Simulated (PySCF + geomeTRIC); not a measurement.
Species: HClIn, SMILES `[Cl][InH]` (charge 0, multiplicity 2).

Task: Give a relaxed geometry from B3LYP-D3(BJ)/def2-TZVP (PySCF + geomeTRIC).

Result: the end point of this relaxation (outside a Z-matrix the atoms follow the SMILES, hydrogens last).
Bond lengths (Å): Cl1–In2 2.395, In2–H3 1.793. Bond angles (°): Cl1–In2–H3 114.7.
